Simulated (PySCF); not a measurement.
Compound: C7H13F.
Structure used (PBE0-D3(BJ)/def2-SVP), in Å, numbered top down from 1:
```xyz
21
C7H13F angstrom
C     -0.4672    1.6382    0.0705
C     -0.6119    0.1187   -0.0433
C     -1.2963   -0.4025    1.2242
C     -1.4633   -0.2250   -1.2699
C      0.7269   -0.6084   -0.1828
C      2.0610   -0.0259    0.2256
C      1.7583   -0.2794   -1.2096
F      1.5661    0.7944   -2.0267
H     -1.4648    2.1032    0.1090
H      0.0735    2.0630   -0.7855
H      0.0624    1.9230    0.9925
H     -1.4658   -1.4896    1.1702
H     -2.2744    0.0835    1.3676
H     -0.6820   -0.1999    2.1156
H     -2.4710    0.2128   -1.1858
H     -0.9943    0.1611   -2.1867
H     -1.5783   -1.3153   -1.3789
H      0.6236   -1.6865   -0.0108
H      2.0731    1.0252    0.5232
H      2.7947   -0.6526    0.7390
H      2.2630   -1.0903   -1.7447
```

Computed with PySCF at PBE0/pcSseg-1 and wB97X-D/def2-SVPD, non-relativistic, on one gas-phase PBE0-D3(BJ)/def2-SVP geometry that isn't relaxed in the solvent. The solvent is an IEF-PCM continuum (van der Waals radii × 1.2). The model holds no explicit solvent molecules, cavitation or dispersion.

Gas phase at PBE0/pcSseg-1: HOMO -7.83 eV, LUMO 1.24 eV, dipole 1.52 D.

Q: What does the continuum do to the energy, the frontier levels and the dipole at PBE0/pcSseg-1 in cyclohexane and water?

A: 
```json
{"solvent": "cyclohexane", "ε": "2.017", "E(solvent) − E(gas) (kcal/mol)": "-0.95", "polarisation term (kcal/mol)": "-0.99", "distortion of the solute (kcal/mol)": "0.04", "HOMO (eV)": "-7.78", "LUMO (eV)": "1.35", "dipole (D)": "1.68"}
{"solvent": "water", "ε": "78.36", "E(solvent) − E(gas) (kcal/mol)": "-2.48", "polarisation term (kcal/mol)": "-2.81", "distortion of the solute (kcal/mol)": "0.33", "HOMO (eV)": "-7.74", "LUMO (eV)": "1.49", "dipole (D)": "2.01"}
```

The first energy column is the sum of the next two and covers electrostatics alone. From cyclohexane to water the lowering changes by a factor 2.61, Onsager's factor (ε − 1)/(2ε + 1) by 2.43 and ε itself by 38.9.

Q: Which radius a makes the point-dipole formula ΔE = −[(ε − 1)/(2ε + 1)]·μ²/a³ give the value in water, with the gas-phase dipole?

A: μ = 0.596 au and |ΔE| = 0.00396 Eh give a = 1.87 Å; the farthest nucleus lies 3.07 Å from the centroid of the nuclei, so such a sphere wouldn't even hold the nuclei. The formula assumes a rigid point dipole at the centre of a sphere.

Q: Give the dipole vector in the frame of the coordinates (D, pointing from negative to positive charge), gas and water.

A: Gas (0.04, -1.14, 1.00), solvent (0.05, -1.52, 1.32). Its length changes by +33 % and its direction by less than 1°.

Q: Which Hirshfeld charges (PBE0/pcSseg-1) respond most in cyclohexane (means over atoms taken as equivalent)?

A: 
| atoms | environment | gas (e) | solvent (e) | change |
| --- | --- | --- | --- | --- |
| F8 | alkyl fluorine | -0.090 | -0.096 | -0.006 |
| H21 | methine hydrogen | +0.051 | +0.054 | +0.003 |
| H18 | methine hydrogen | +0.045 | +0.047 | +0.002 |
| H20 | methylene hydrogen | +0.050 | +0.052 | +0.002 |
| C7 | sp3 C–F carbon | +0.044 | +0.043 | -0.001 |
| C1/C3/C4 | methyl carbon | -0.119 | -0.119 | 0.000 |

Gas phase at wB97X-D/def2-SVPD: HOMO -9.78 eV, LUMO 2.28 eV, dipole 1.60 D.

Q: What does the continuum do to the energy, the frontier levels and the dipole at wB97X-D/def2-SVPD in cyclohexane?

A: 
| solvent | ε | E(solvent) − E(gas) (kcal/mol) | polarisation term (kcal/mol) | distortion of the solute (kcal/mol) | HOMO (eV) | LUMO (eV) | dipole (D) |
| --- | --- | --- | --- | --- | --- | --- | --- |
| cyclohexane | 2.017 | -1.00 | -1.05 | 0.05 | -9.72 | 2.36 | 1.79 |

Q: How does the static polarisability (wB97X-D/def2-SVPD, frozen core, with the continuum's full static response) change?

A: 
```
     medium  isotropic (au)  principal values (au)  ⟨r²⟩ of the electrons (bohr²)
        gas            82.6       78.3, 80.8, 88.8                         1012.7
cyclohexane            92.8       88.3, 91.0, 99.0                         1012.6
```

The isotropic value in cyclohexane is 1.12 times the gas-phase one; no cavity-field correction is applied. ⟨r²⟩ is taken about the centre of nuclear charge.

On an AMD EPYC 9R45 with one thread, shared host with 96 logical CPUs at a one-minute load of 35, this took 19 s of wall time and 1.2 GiB of memory at its peak. This is the whole shielding run at PBE0/pcSseg-1 in water, SCF included.

Note: wB97X-D ran without an empirical dispersion term, which enters the total energy and its gradient alone.
